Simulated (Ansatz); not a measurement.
# Energy on a grid of two coordinates

GaHBrCl (SMILES [Cl][GaH][Br]), singlet, PBE0-D4/def2-TZVP minimum:

```
4
angstrom
Cl -1.9705 -0.0961 -0.5284
Ga 0.0888 0.1663 -0.0524
Br 1.1092 -1.6236 0.9053
H 0.8281 1.4930 -0.3448
```

Rows set the bond length Cl1–Ga2 (Å; 2.130 at the minimum), columns the angle Cl1–Ga2–H4 (°; 121.7), set in this order; the parts move rigidly, in a bend the first-named atom's side turns in the plane, and in a torsion the whole end group turns. CCSD(T) energies count from the value at that structure, in eV. Ansatz 0.2.0; basis: def2-TZVPP; cores frozen in the correlated methods. Filled d shells of the heavier atoms are correlated. The def2 sets are not built for correlating such inner shells, so the correlated values are less sure here.

```
Cl1–Ga2 \ Cl1–Ga2–H4  103.7  112.7  121.7  130.7  139.7
               1.874      ?  0.909  0.846  0.916  1.152
               2.057  0.271  0.108  0.056  0.119  0.323
               2.324  0.403  0.274  0.235      ?  0.455
               2.636  1.237  1.140  1.113      ?  1.289
               2.982  2.261  2.189  2.171      ?  2.307
```

(1) Fill in the withheld cells. (To be estimated.)

The T1 diagnostic stays at or below 0.015.

Answers

(1) The calculation gives: (1.874, 103.7): 1.099; (2.324, 130.7): 0.289; (2.636, 130.7): 1.159; (2.982, 130.7): 2.209 eV. These count from the CCSD(T) energy at the PBE0-D4 minimum.

The same grid for a cheaper method: PBE-D4 − CCSD(T), both counted from the minimum, in eV:
```tsv
Cl1–Ga2 \ Cl1–Ga2–H4	103.7	112.7	121.7	130.7	139.7
1.874	0.002	0.013	0.013	0.003	-0.019
2.057	0.001	0.012	0.013	0.004	-0.015
2.324	-0.069	-0.058	-0.056	-0.063	-0.079
2.636	-0.197	-0.187	-0.184	-0.190	-0.205
2.982	-0.346	-0.336	-0.333	-0.338	-0.352
```

For scale, one of the runs: CCSD(T)/def2-TZVPP, 152 basis functions (an equivalent command: `ansatz run in.yaml --threads 4`). Time: 16 s of wall clock on 4 CPU threads; the host was shared. Peak host memory: 0.75 GiB.
